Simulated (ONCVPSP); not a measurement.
LDA (Perdew-Wang 92) ONCV dataset for I, scalar-relativistic all-electron reference.

```
Element                 : iodine (I)
Generator               : ONCVPSP 4.0.1
Type                    : optimised norm-conserving Vanderbilt (ONCV)
Functional              : LDA (Perdew-Wang 92)
Relativity              : scalar-relativistic
Frozen core             : [Ar] 3d10
Valence charge          : 25
Reference configuration : 4s2 4p6 4d10 5s2 5p5
Partial waves           : 4s+5s: rc 1.50 bohr, ncon 4, nbas 8, qcut 8.4 1/bohr, 2 projectors; 4p+5p: rc 1.55 bohr, ncon 4, nbas 7, qcut 7.1 1/bohr, 2 projectors; 4d: rc 1.10 bohr, ncon 4, nbas 9, qcut 16.8 1/bohr, 1 projector
Local potential         : polynomial inside 0.95 bohr (lpopt 5, dvloc0 3 Ha)
Core correction         : Teter function, fcfact 3, rcfact 1.4
```

* Cutoffs needed: 64 Ha and 79 Ha (the cutoffs (Ha) at which the residual kinetic energy of the hardest occupied pseudo-wave falls to 1 and 0.1 mHa per electron)
* Ghost test: no bound ghost flagged; no localised positive-energy state flagged
* Largest excitation error: -26 meV (all-electron minus pseudo) for 4s2 4p5 4d10 5s2 5p5, out of 4 test configurations
* rms error of d²Exc/dni dnj: 4.57 mHa without and 0.93 mHa with the model core
